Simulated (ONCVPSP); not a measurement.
# Plane-wave convergence, ONCV potential for Si

silicon (Si), optimised norm-conserving Vanderbilt (ONCV), made with ONCVPSP 4.0.1 (LDA (Perdew-Zunger), scalar-relativistic). Core [Ne], reference 3s2 3p1 (charge +1). Waves: 3s: rc 1.90 bohr, ncon 5, nbas 8, qcut 3.3 1/bohr, 2 projectors, debl 1.8 Ha; 3p: rc 1.55 bohr, ncon 5, nbas 9, qcut 6 1/bohr, 2 projectors, debl 2 Ha. Local part: polynomial inside 1.15 bohr (lpopt 3, dvloc0 -1 Ha). Core correction: polynomial model core, fcfact 0.65.

Q: For each optimised wave give the share of its norm inside rc, the residual kinetic energy above qcut (Ha) and the cutoffs (Ha) for errors of 10, 1, 0.1 and 0.01 mHa per electron.

A:

| wave | norm inside rc | residual KE | 10 mHa | 1 mHa | 0.1 mHa | 0.01 mHa |
| --- | --- | --- | --- | --- | --- | --- |
| 3s | 0.473 | 7.4e-03 | 5.1 | 17.7 | 39.0 | 46.1 |
| s projector 2 | 0.099 | 1.6e-02 | 6.0 | 15.4 | 34.9 | 59.9 |
| 3p | 0.169 | 7.5e-04 | 2.5 | 16.2 | 91.6 | 109.1 |
| p projector 2 | 0.104 | 2.6e-02 | 23.7 | 113.6 | 138.0 | 150.7 |

The occupied waves need 18 Ha and 92 Ha for 1 and 0.1 mHa. The cutoffs count occupied waves only; projector 2 of the p channel, the hardest unoccupied one, needs 114 Ha at the loose tolerance. Note: ghosts flagged at negative energy: p at -52.7 eV; GHOST(+) flagged for s at 116.6 eV. A true bound ghost makes a file unfit for plane-wave use.
